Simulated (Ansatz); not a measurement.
Species: HF2In, SMILES `[F][InH][F]` (charge 0, multiplicity 1), formula HF$_{2}$In.

**Question.** How many basis functions does frozen-core CCSD(T)/def2-TZVPP // r2SCAN-D4/def2-TZVP run with Ansatz (a program for electronic structure) use, how many core orbitals are frozen, and how many electrons are correlated?

**Answer.** 126 basis functions and 6 frozen orbitals, which leaves 28 correlated electrons (filled d shells below the valence shell are correlated). Core time is of the order of seconds.
